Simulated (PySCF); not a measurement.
Mapped SMILES: `[BH2:1][CH2:2][O:3][SiH2:4][O:5][CH3:6]`. Hydrogens are named by the atom that carries them.

Computational details: NMR shieldings at B3LYP/pcSseg-2/GIAO, coordinates at the PBE0-D3(BJ)/def2-SVP level, in PySCF (one computed conformer, in vacuum, fast rotation and ring inversion assumed for equivalent nuclei, no relativistic terms).

Chemical shifts δ = σref − σ; TMS for ¹³C (σref 179.19) and ¹H (σref 31.39) and ²⁹Si (σref 324.61); BF3·OEt2 for ¹¹B (σref 96.39); H2O for ¹⁷O (σref 325.85), all at this level.

```json
{"atoms": "H(Si4)", "nucleus": "¹H", "count": "2", "δ (ppm)": "?"}
{"atoms": "O5", "nucleus": "¹⁷O", "count": "1", "δ (ppm)": "35.6"}
{"atoms": "Si4", "nucleus": "²⁹Si", "count": "1", "δ (ppm)": "-35.0"}
{"atoms": "H(C2)", "nucleus": "¹H", "count": "2", "δ (ppm)": "?"}
{"atoms": "C6", "nucleus": "¹³C", "count": "1", "δ (ppm)": "53.8"}
{"atoms": "H(C6)", "nucleus": "¹H", "count": "3", "δ (ppm)": "3.64"}
{"atoms": "O3", "nucleus": "¹⁷O", "count": "1", "δ (ppm)": "?"}
{"atoms": "B1", "nucleus": "¹¹B", "count": "1", "δ (ppm)": "91.0"}
{"atoms": "H(B1)", "nucleus": "¹H", "count": "2", "δ (ppm)": "7.45"}
{"atoms": "C2", "nucleus": "¹³C", "count": "1", "δ (ppm)": "77.7"}
```

Problem. Fill in the missing shifts.

Solution. 
- H(Si4): 4.99 ppm, hydrogen on a silicon bonded to 2 O
- H(C2): 4.70 ppm, hydrogen on an sp3 CH2 bonded to B and O; its carbon carries O, an electronegative neighbour
- O3: 48.9 ppm, oxygen bonded to C, Si

Hydrogens on boron are broadened and split by ¹¹B (spin 3/2, 80 %) and 10B (spin 3). A carbon bonded to boron is broadened by the quadrupolar boron nucleus and is often missing from a measured spectrum. Shifts are as computed. Against solution values, carbons near 30 ppm lie about +3 ppm off and those near 130 ppm about +8 ppm. Of 1309 compounds with measured shifts, 239 miss one by over three times the rms of a fit or turn the order of signals round; such compounds aren't used in these exercises. Experimental scales use liquid or dissolved standards, which lie at an offset from isolated H2O (liquid H2O: subtract about 36 ppm).
